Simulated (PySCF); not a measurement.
## How methods differ on the ionisation energy of O²⁺

O²⁺ [He] 2s2 2p2 (3P) → O³⁺ [He] 2s2 2p1 (2P), as a difference of total energies. Computed with PySCF 2.14 in x2c-QZVPPall with one added diffuse shell each of s, p, d, f type (8s5p4d3f1g, 73 functions), with scalar relativity by spin-free X2C-1e. Correlated levels: valence: 1s2 frozen; valence and next inner shell: nothing frozen. The calculations carry no spin-orbit coupling.

```csv
method,ionisation energy (eV),plus first-order spin-orbit estimate,difference from reference of that sum (eV)
UHF,54.609,54.603,-0.333
LDA,55.420,55.415,+0.479
PBE,55.270,55.265,+0.329
PBE0,55.305,55.300,+0.364
r2SCAN,55.602,55.597,+0.661
revPBE,55.199,55.193,+0.257
wB97M-V,54.945,54.940,+0.004
B2PLYP,55.212,55.207,+0.271
r2SCAN0,55.546,55.541,+0.605
MP2 (valence),55.040,55.035,+0.099
SCS-MP2 (valence),54.889,54.884,-0.052
MP2 (valence and next inner shell),55.075,55.070,+0.134
SCS-MP2 (valence and next inner shell),54.916,54.911,-0.025
```

Reference: 54.936 eV (semi-empirical (NIST evaluation); NIST Atomic Spectra Database, ionization energies).

A first-order spin-orbit estimate (lowest level to lowest level, LS coupling) adds -0.005 eV.

Errors of the correlated levels include the incompleteness of this basis and the frozen core.
